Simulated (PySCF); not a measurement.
Run record: geometry optimisation, `OB(O)[SiH2][SnH3]`.

Computed with PBE0-D3(BJ)/def2-SVP geometry optimisation, gas phase, def2 core potentials past Kr (PySCF 2.14.0). Start geometry: GFN2-xTB. A driver script takes a list of jobs; this job's settings line and coordinates (Å) are shown.

Input:
```
{"job": {"xc": "PBE0", "basis": "def2-SVP", "d3": "d3bj", "grid": 1, "maxiter": 30, "shake": 0.01, "kind": "geom"}, "charge": 0, "multiplicity": 1}
O     -0.729080    -1.589910    -0.471160
B     -1.403610    -0.499920     0.029910
O     -2.749250    -0.450770     0.243040
Si    -0.265310     1.061590     0.455280
Sn     2.073060     0.444190    -0.174560
H     -1.240700    -2.353420    -0.707660
H     -3.248800    -1.222560     0.035790
H     -0.217860     1.475950     1.858130
H     -0.582530     2.302940    -0.251230
H      2.826000    -0.752270     0.746000
H      3.215680     1.670650    -0.060710
H      2.362090    -0.114730    -1.711850
```

Output:
```
step   0  E = -682.83221696  max force = 0.021496
step   1  E = -682.84067496  max force = 0.012224
step   2  E = -682.84140828  max force = 0.001781
step   3  E = -682.84152648  max force = 0.002064
step   4  E = -682.84157611  max force = 0.000927
step   5  E = -682.84158871  max force = 0.000317
optimisation converged
```

Energies in Eh; «max force» is the largest Cartesian gradient component in Eh/bohr.

**Question.** How much energy does the optimisation release, in eV?

**Answer.** E(step 0) − E(last step) = 0.009372 Eh, which is 0.255 eV.

In short: final energy -682.84159 Eh after 5 steps; dipole 4.12 D.

**Question.** Where do the atoms end?

**Answer.** 0.102 Å rms from the input after alignment:
```
atom  x, y, z in Å
O1    -0.8012   -1.6368   -0.4968
B2    -1.4028   -0.5239    0.0088
O3    -2.7374   -0.4106    0.2365
Si4   -0.1889    1.0533    0.4406
Sn5    2.2320    0.4604   -0.1671
H6    -1.3851   -2.3797   -0.6915
H7    -3.2640   -1.1892    0.0184
H8    -0.2538    1.3957    1.8988
H9    -0.6066    2.2793   -0.3142
H10    2.8132   -0.8040    0.8383
H11    3.2916    1.8009    0.0148
H12    2.3422   -0.0734   -1.7948
```

Time: 68 s; peak memory 0.50 GiB. Hardware: Arm Neoverse N1, one thread, no GPU, shared host with 64 logical CPUs at a one-minute load of 58.
Labels such as C1 count atoms from 1, the log's own numbers from 0.
